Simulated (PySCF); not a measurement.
Vertical excitations of a molecule C2H6N, multiplicity 2 from TDA-M06-2X/def2-SVPD (PySCF 2.14.0), as energy in eV (oscillator strength): 3.74 (0.001), 4.74 (0.005), 4.87 (0.007), 5.91 (0.018), 6.25 (0.111), 6.51 (0.004), 6.73 (0.051), 6.92 (0.003), 7.30 (0.003), 7.39 (0.005). The structure is a stationary point at r2SCAN-D4/def2-TZVP. Other conformers were not sampled.

Problem. Identify the compound among the candidates.
A) [CH2]NC
B) C[CH]N
C) CC[NH]
D) C[N]C

Solution. B, C[CH]N
